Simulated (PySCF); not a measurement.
# One molecule, several mistakes: ClGe2H7Si

All numbers below are calculated, not measured. The program is PySCF 2.14.0, an open-source quantum chemistry code, run on an isolated molecule that a program drew, which may never have been made. The molecule is ClGe2H7Si (charge 0, singlet), drawn as the SMILES string `Cl[SiH]([GeH3])[GeH3]`.

Each row is a Hartree-Fock (HF) and frozen-core CCSD(T) single point in the cc-pV(D+d)Z basis, meant for a local HF minimum. Run 1 is clean. Each other run has one planted mistake out of seven kinds, and not every kind appears here: one electron removed, one electron added, multiplicity raised by two, geometry at a saddle point, minimal basis STO-3G, one bond length entered in bohr, all coordinates scaled. The reference is restricted for singlets and unrestricted otherwise, and also for a bond in bohr. Adding or removing an electron swaps singlet and doublet. Electrons count all cores. HOMO and LUMO are orbital energies over both spins, the gradient is its largest component, and the lowest frequency (negative if imaginary) is given only where the gradient is small. Bond lengths are over the 10 bonds as drawn. T1 is the CCSD diagnostic: over 0.02 (restricted) or 0.045 (unrestricted) a single reference is doubtful. Germanium has the cc-pVDZ-PP basis, with a core potential (ECP10MDF) in place of its 10 inner electrons, and its 3s, 3p and 3d shells are frozen in CCSD(T).

Geometry of the clean run:
```xyz
11
ClGe2H7Si, angstrom
Cl   -2.3017    0.6312   -2.0419
Si   -1.1228   -0.0749   -0.4583
Ge    1.1517   -0.2131   -1.2282
Ge   -1.4342    1.4003    1.4157
H    -1.6286   -1.4249   -0.1292
H     1.2406   -1.1364   -2.4455
H     1.6571    1.1805   -1.6105
H     2.0384   -0.7716   -0.1084
H    -2.9141    1.4555    1.8020
H    -0.6219    0.8882    2.6115
H    -0.9509    2.8076    1.0560
```

```
run  electrons  basis functions  <S^2>  HOMO (eV)  LUMO (eV)  gradient (hartree/bohr)  lowest frequency (cm^-1)  mean bond (Å)  longest bond (Å)      T1  HF (hartree)  CCSD(T) (hartree)                     mistake
  1        102              127  0.000     -10.16       2.67                  1.5e-05                        74         1.7576             2.405  0.0113   -1339.31649        -1339.83671                    no fault
  2        102              127  2.032      -4.13      -2.79                  2.8e-02                         -         1.7576             2.405  0.0328   -1339.10060        -1339.63018  multiplicity raised by two
  3        101              127  0.783     -15.98      -8.19                  6.0e-02                         -         1.7576             2.405  0.0233   -1338.97890        -1339.48933                           ?
  4        103              127  0.760       1.28       7.43                  5.0e-02                         -         1.7576             2.405  0.0142   -1339.24233        -1339.78360                           ?
```

**Which mistake was planted in run 3, and what did it cost?**

It counts 101 electrons, one fewer than the clean run, at the same geometry and basis. So the mistake is: one electron removed. Subtracting run 1 and multiplying by 627.51 kcal/mol a hartree, the energy moved by 211.8 kcal/mol in HF and 218.0 kcal/mol in CCSD(T).

**Which mistake was planted in run 4, and what did it cost?**

It counts 103 electrons, one more than the clean run, at the same geometry and basis. So the mistake is: one electron added. Subtracting run 1 and multiplying by 627.51 kcal/mol a hartree, the energy moved by 46.5 kcal/mol in HF and 33.3 kcal/mol in CCSD(T).

Cautions from the logs. Run 4: the HOMO is above zero, so the electron isn't bound and the energy depends on the basis.
